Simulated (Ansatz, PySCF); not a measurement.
C$_{2}$H$_{3}$AuN (SMILES C[N+]#[C-]->[Au]), doublet, geometry from GFN2-xTB (such geometries of metal compounds can be far from the true shape) (the multiplicity is a formal guess) (core potentials on Au). Base run: B3LYP5/def2-SVPD in PySCF.

The PySCF input:
```python
from pyscf import gto, scf, dft

mol = gto.Mole()
mol.atom = '''
    Au   -0.54339413   -0.35668584   -0.25701587
    C     2.63682431    1.86151860    1.47509506
    N     1.53316793    1.14161734    0.96100701
    C     1.27111041    0.47443271   -0.02646591
    H     2.33558046    2.90189346    1.61443911
    H     3.51578500    1.82487320    0.82077532
    H     2.89698662    1.44438510    2.45021541
'''
mol.basis = 'def2-svpd'
mol.ecp = {'Au': 'def2-svpd'}
mol.spin = 1
mol.verbose = 4
mol.build()

mf = dft.UKS(mol)
mf.xc = 'b3lyp5'
mf.kernel()
```

The same geometry, method and basis name were run in Ansatz (a program for electronic structure) and PySCF, at each program's defaults and at the settings that a row names. The base is PySCF at its defaults. Differences at the defaults can come from grids, fitting, cores and function types together.

```tsv
code and settings	ΔE vs base (µEh)	basis functions	E (Eh)	SCF cycles	dipole (D)
PySCF, defaults (exact integrals, its default grid, spherical functions)	0.0	119	-268.24401	16	2.70
Ansatz, defaults (factorised integrals, its default grid, spherical functions)	11.9	119	-268.24400	-	-
PySCF, density fitting with def2-universal-jkfit	-19.3	119	-268.24403	16	2.70
PySCF, fine grid	1.5	119	-268.24401	16	2.70
Ansatz, high accuracy	1.3	119	-268.24401	-	-
```

Open shells are given as the SCF converged; they aren't shown to be the lowest states, and a large step between rows can be another state.
